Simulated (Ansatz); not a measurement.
Consider the isomerisation: `BC(F)CC` → `BC(C)(C)F`.

Computed with Ansatz on PBE0-D4/def2-TZVP structures; ΔE is electronic, products minus reactants. CCSD(T)/CBS adds triple-zeta CCSD(T) − MP2 to the extrapolated MP2 energy (def2 sets, frozen cores). Functionals use def2-TZVPP. Each species was taken in one conformer, which may not be the lowest.

| level | ΔE (kJ/mol) |
| --- | --- |
| B2PLYP | -15.0 |
| CCSD(T)/def2-TZVPP | -16.7 |

Task: What does CCSD(T)/CBS give? (Best estimate.)

Result: The calculation gave: -16.9 kJ/mol. The listed levels differ from it by 1.9, 0.2 kJ/mol.

Largest T1 diagnostic among the species: 0.010.

In def2-TZVPP, CCSD(T) changes the Hartree–Fock value by −3.7 kJ/mol (the triples alone add −1.0 kJ/mol) and MP2 by −5.0 kJ/mol.
